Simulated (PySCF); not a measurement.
**B: excitation energy**

B [He] 2s2 2p1 (2P) → B [He] 2s2 3d1 (2D), as a difference of total energies. Calculation: PySCF 2.14, in aug-cc-pVQZ (6s5p4d3f2g, 80 functions); no relativity, point nucleus. Correlated levels: valence: 1s2 frozen. The calculations carry no spin-orbit coupling.

| method | excitation energy (cm⁻¹) |
| --- | --- |
| UHF | 59456 |
| MP2 (valence) | 60267 |
| SCS-MP2 (valence) | 60180 |
| CCSD (valence) | 61918 |
| CCSD(T) (valence) | 60664 |

Errors of the correlated levels include the incompleteness of this basis and the frozen core.

The promoted electron is Rydberg-like, and one or two diffuse shells describe it only roughly, which tends to raise the upper state.

The coupled-cluster amplitudes are large for the upper state (T1 above 0.03 or a double amplitude above 0.15), so a single reference is strained.

For comparison: 54758 cm⁻¹ (measured; NIST levels, between the centres of gravity of the two terms).
